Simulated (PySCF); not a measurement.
`C1CCC=C=C(C)CCC1`, C10H16

Molfile (atoms numbered from 1):
```
C10H16
     RDKit          3D

 26 26  0  0  0  0  0  0  0  0999 V2000
    3.1070   -0.1899   -0.9458 C   0  0  0  0  0  0  0  0  0  0  0  0
    1.8333   -0.1323   -0.1557 C   0  0  0  0  0  0  0  0  0  0  0  0
    1.1281    0.9598    0.0394 C   0  0  0  0  0  0  0  0  0  0  0  0
    0.2081    1.8629    0.2773 C   0  0  0  0  0  0  0  0  0  0  0  0
   -1.0951    1.9760   -0.4779 C   0  0  0  0  0  0  0  0  0  0  0  0
   -2.1857    1.1211    0.1999 C   0  0  0  0  0  0  0  0  0  0  0  0
   -2.3315   -0.3174   -0.3146 C   0  0  0  0  0  0  0  0  0  0  0  0
   -1.0561   -1.1374   -0.5034 C   0  0  0  0  0  0  0  0  0  0  0  0
   -0.1974   -1.3863    0.7442 C   0  0  0  0  0  0  0  0  0  0  0  0
    1.2955   -1.4325    0.4225 C   0  0  0  0  0  0  0  0  0  0  0  0
    3.9321   -0.5842   -0.3285 H   0  0  0  0  0  0  0  0  0  0  0  0
    3.3998    0.8002   -1.3193 H   0  0  0  0  0  0  0  0  0  0  0  0
    2.9996   -0.8719   -1.8062 H   0  0  0  0  0  0  0  0  0  0  0  0
    0.3071    2.4925    1.1731 H   0  0  0  0  0  0  0  0  0  0  0  0
   -1.4156    3.0295   -0.4979 H   0  0  0  0  0  0  0  0  0  0  0  0
   -0.9632    1.6679   -1.5273 H   0  0  0  0  0  0  0  0  0  0  0  0
   -3.1646    1.6143    0.0803 H   0  0  0  0  0  0  0  0  0  0  0  0
   -1.9951    1.1162    1.2868 H   0  0  0  0  0  0  0  0  0  0  0  0
   -2.8430   -0.2807   -1.2924 H   0  0  0  0  0  0  0  0  0  0  0  0
   -3.0241   -0.8517    0.3596 H   0  0  0  0  0  0  0  0  0  0  0  0
   -1.3340   -2.1069   -0.9502 H   0  0  0  0  0  0  0  0  0  0  0  0
   -0.4375   -0.6369   -1.2655 H   0  0  0  0  0  0  0  0  0  0  0  0
   -0.3684   -0.5944    1.4903 H   0  0  0  0  0  0  0  0  0  0  0  0
   -0.4963   -2.3286    1.2315 H   0  0  0  0  0  0  0  0  0  0  0  0
    1.8762   -1.7055    1.3221 H   0  0  0  0  0  0  0  0  0  0  0  0
    1.4955   -2.2330   -0.3133 H   0  0  0  0  0  0  0  0  0  0  0  0
  1  2  1  0
  2  3  2  0
  3  4  2  0
  4  5  1  0
  5  6  1  0
  6  7  1  0
  7  8  1  0
  8  9  1  0
  9 10  1  0
 10  2  1  0
  1 11  1  0
  1 12  1  0
  1 13  1  0
  4 14  1  0
  5 15  1  0
  5 16  1  0
  6 17  1  0
  6 18  1  0
  7 19  1  0
  7 20  1  0
  8 21  1  0
  8 22  1  0
  9 23  1  0
  9 24  1  0
 10 25  1  0
 10 26  1  0
M  END
```

Method used: TDDFT CAM-B3LYP/def2-SVPD circular dichroism and optical rotation, one conformer, gas phase (PySCF 2.14.0). Geometry: PBE0-D3(BJ)/def2-SVP.

States above about 7.9 eV (minus the energy of the highest occupied orbital) lie near or above the ionisation threshold and depend on the basis. No stereocentre is labelled: unless the shape is locked (an allene, a helicene, a hindered biaryl), the mirror image is equally populated and a measured rotation or CD is zero.

Task: What is the specific rotation at 633, 589.3, 546, 436, 405, 365, 355 nm?

Result: [α] in deg dm⁻¹ (g/mL)⁻¹:
| λ (nm) | origin-invariant length gauge | modified velocity gauge | length gauge (centre of mass) | isotropic polarisability (au) |
| --- | --- | --- | --- | --- |
| 633 | +242.9 | +241.4 | +242.7 | 121.6 |
| 589.3 | +286.0 | +284.4 | +285.8 | 122.1 |
| 546 | +341.9 | +340.0 | +341.5 | 122.7 |
| 436 | +596.7 | +594.5 | +596.0 | 125.4 |
| 405 | +726.4 | +724.3 | +725.6 | 126.7 |
| 365 | +975.5 | +974.0 | +974.4 | 128.9 |
| 355 | +1059.9 | +1058.8 | +1058.7 | 129.6 |

Task: And for the mirror image at 589.3 nm?

Result: -286.0 deg dm⁻¹ (g/mL)⁻¹ (origin-invariant length gauge): the same size and the opposite sign.

Task: What is the molar rotation [Φ] = [α]·M/100 of the geometry above at 589.3 nm?

Result: With M = 136.24 g/mol, +389.7 deg cm² dmol⁻¹ (origin-invariant length gauge).

The first excitation lies at 5.51 eV (225 nm) with R = +9.1 × 10⁻⁴⁰ esu² cm² (velocity form).
